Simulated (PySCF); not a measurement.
Ligands exchanged one at a time, In Cl-SH. Gas-phase values, no solvent. One relaxed conformer stands for each flexible species; it need not be the lowest. Strings in code marks are SMILES.

The HOMO from two functionals at the same geometries (PBE0-D4/def2-TZVP), both in PySCF: PBE-D3(BJ)/def2-TZVP and PBE0-D4/def2-TZVP. 

| species | PBE0-D4/def2-TZVP (eV) |
|---|---|
| 0 of 3 Cl replaced by SH (`[Cl][In]([Cl])[Cl]`) | -9.46 |
| 1 of 3 Cl replaced by SH (`[SH][In]([Cl])[Cl]` (H–S–In–Cl torsion 0°)) | -8.30 |
| 2 of 3 Cl replaced by SH | -7.86 |
| 3 of 3 Cl replaced by SH (`[SH][In]([SH])[SH]`) | -7.62 |

### Question
What does PBE-D3(BJ)/def2-TZVP give for each?

### Answer

- 0 of 3 Cl replaced by SH (`[Cl][In]([Cl])[Cl]`): -8.02
- 1 of 3 Cl replaced by SH (`[SH][In]([Cl])[Cl]` (H–S–In–Cl torsion 0°)): -7.06
- 2 of 3 Cl replaced by SH: -6.64
- 3 of 3 Cl replaced by SH (`[SH][In]([SH])[SH]`): -6.40
Over these rows, drawn at random from the members with no instability flagged (it was tested for open shells, ions and some series alone), PBE minus PBE0-D4: mean +1.28 eV, from +1.22 eV to +1.44 eV.
